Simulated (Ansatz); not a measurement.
Job for Ansatz (a program for electronic structure): U-PBE/cc-pVTZ on C2H3B (SMILES BC#C), a point of a bond scan (R = 0.952 Å).

Ansatz 0.2 input:
```yaml
crystal:
  periodic: [false, false, false]
  atoms:
    - {symbol: B, position_ang: [-1.19336207, -0.05181280, -0.71503351]}
    - {symbol: C, position_ang: [0.09242682, 0.00401294, 0.05537990]}
    - {symbol: C, position_ang: [1.12928729, 0.04903083, 0.67664147]}
    - {symbol: H, position_ang: [2.04113857, 0.08862114, 1.22300057]}
    - {symbol: H, position_ang: [-1.80238270, 0.67828016, -0.67627144]}
    - {symbol: H, position_ang: [-1.44997504, -1.00862318, -1.37338029]}
basis:
  gaussian:
    orbitals: cc-pVTZ
hamiltonian:
  xc: {name: PBE}
magnetization: {spin_polarized: true, initial_magnetization: 0}
```

It printed:

```
WARN ansatz: RAYON_NUM_THREADS=1 ignored (pool sized by the plan → 1); use --threads N
Functional definition: PBE
integrals: 0.03 GiB planned
720 factors; their error is unknown
mean field: 0.41 GiB planned
mean field evaluation 1: about -2785.9777 eV, gradient 3.5e1 eV
mean field evaluation 2: about -2780.7156 eV, gradient 4.5e1 eV
mean field evaluation 4: about -2791.9857 eV, gradient 8.8e0 eV
mean field evaluation 8: about -2792.3563 eV, gradient 1.7e-1 eV
mean field evaluation 16: about -2792.3563 eV, gradient 3.6e-5 eV
mean field -2792.35632686 eV, -102.6172022851 hartree, gradient 3.6e-5 eV, S^2 0.000000; 0 other end points of the search recorded, 0 dependent functions left out
reference -2792.35636108 eV, -102.6172035426 hartree; 10, 10 occupied and 122, 122 virtual orbitals, 720 factors
Total energy: -2792.35636108 eV, -102.6172035426 hartree
```

The calculation finished and met its thresholds.

Cost: about 1.2 core-seconds (a rough figure).
